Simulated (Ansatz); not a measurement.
Ansatz (a first-principles code) input (RI-MP2/def2-QZVPPD):
A basis named .json is the Basis Set Exchange file of that set.

Ansatz 0.2 input:
```yaml
crystal:
  periodic: [false, false, false]
  atoms:
    - {symbol: Mn, position_ang: [-0.20061382, -0.16836485, 0.30226778]}
    - {symbol: Cl, position_ang: [0.88216500, 0.78708165, -1.35917739]}
    - {symbol: O, position_ang: [-1.02753334, -1.04127024, 1.66309477]}
    - {symbol: H, position_ang: [-1.76119258, -0.84110490, 2.24456298]}
basis:
  gaussian:
    orbitals: def2-QZVPPD.json
    fitting: {mean_field: def2-universal-jkfit, correlation: def2-QZVPPD-RIFIT.json}
total_charge: -1
magnetization: {spin_polarized: true, initial_magnetization: 4}
correlation: {method: mp2, electrons: outside_noble_gas}
```

Output:

```
Functional definition: HF
integrals: 0.38 GiB planned
487 factors; integrals over basis functions are off by at most 1.5e0 eV
714 factors; integrals over basis functions are off by at most 7.5e-1 eV
mean field: 1.09 GiB planned
mean field evaluation 1: about -45844.2785 eV, gradient 3.3e1 eV
mean field evaluation 2: about -45845.6005 eV, gradient 4.0e1 eV
mean field evaluation 4: about -45850.2979 eV, gradient 3.8e0 eV
mean field evaluation 8: about -45850.8069 eV, gradient 2.3e-1 eV
mean field evaluation 16: about -45836.9009 eV, gradient 4.3e1 eV
mean field evaluation 32: about -45850.8078 eV, gradient 2.3e-1 eV
mean field evaluation 64: about -45850.8101 eV, gradient 1.1e-1 eV
mean field -45850.81026480 eV, -1684.9861984360 hartree, gradient 1.3e-6 eV, S^2 6.859866; 7 other end points of the search recorded, 0 dependent functions left out
15 core orbitals not correlated
reference -45850.81026480 eV, -1684.9861984360 hartree; 13, 9 occupied and 250, 254 virtual orbitals, 714 factors
second order -17.56588817 eV of doubles, -0.00000000 eV of singles
Total energy: -45868.37615297 eV, -1685.6317329197 hartree
```

This state (charge -1, quintet) is run at the relaxed geometry of the species with charge 0 and multiplicity 6.

The determinant is spin-contaminated: <S^2> is 6.86 against 6.00 for a pure state.
